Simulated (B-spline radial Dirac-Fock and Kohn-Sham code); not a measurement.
# What relativity does to the binding energies of Tm⁺

System: Tm⁺, [Xe] 4f13 6s1.

Both columns are ΔSCF binding energies of the configuration average from an atomic code on a B-spline grid: non-relativistic Hartree-Fock with a point nucleus, and Dirac-Fock with a finite nucleus and the Coulomb interaction alone, averaged over the two j levels with weights 2j+1.

```
shell  Hartree-Fock (eV)  Dirac-Fock (eV)  shift (eV)  shift (%)
   1s            55513.5          59670.2    +4156.64      +7.49
   2s             9073.3          10161.9    +1088.57     +12.00
   2p             8646.9           9003.1     +356.22      +4.12
   3s             2061.0           2325.6     +264.62     +12.84
   3p             1866.7           1964.7      +98.00      +5.25
   3d             1508.7           1495.2      -13.48      -0.89
   4s              419.7            483.3      +63.61     +15.16
   4p              340.2            362.5      +22.31      +6.56
   4d              197.1            194.2       -2.93      -1.48
   4f              17.95            12.51       -5.44     -30.31
   5p              36.86            38.46       +1.59      +4.32
   6s              10.43            11.16       +0.73      +6.98
```

Relativity binds 1s, 2s, 2p, 3s, 3p, 4s, 4p, 5p, 6s more strongly, among those listed most of all 4s in relative terms, and 3d, 4d, 4f more weakly, because the contracted s and p shells screen the nucleus better.

Values without a named source are computed, but for edge energies of neutral atoms, which are taken from tables.
